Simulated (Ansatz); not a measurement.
Mulliken charges of BrHIn (`[Br][InH]`) radical from ωB97M-V/def2-TZVPP in Ansatz (PBE0-D4/def2-TZVP geometry).

```tsv
atom	x (Å)	y (Å)	z (Å)	charge (e)
Br1	1.752	-0.309	0.917	-0.366
In2	-0.425	-0.618	-0.295	0.451
H3	-1.339	0.862	-0.635	-0.085
```

**Question.** By hand: the dipole of these point charges (1 e Å = 4.8032 D).

**Answer.** Σ q r = (-0.719, -0.239, -0.415) e Å, of length 0.864 e Å = 4.15 D.

**Question.** How does the dipole of the full density compare? (Best estimate.)

**Answer.** The calculation gave: (-0.488, -0.149, -0.280) e Å, 2.80 D; the point charges give 1.48 times that, at 1° from its direction.

Point charges leave out the atoms' own dipoles, such as those of lone pairs, and Mulliken's split depends on the basis, so the two needn't agree.
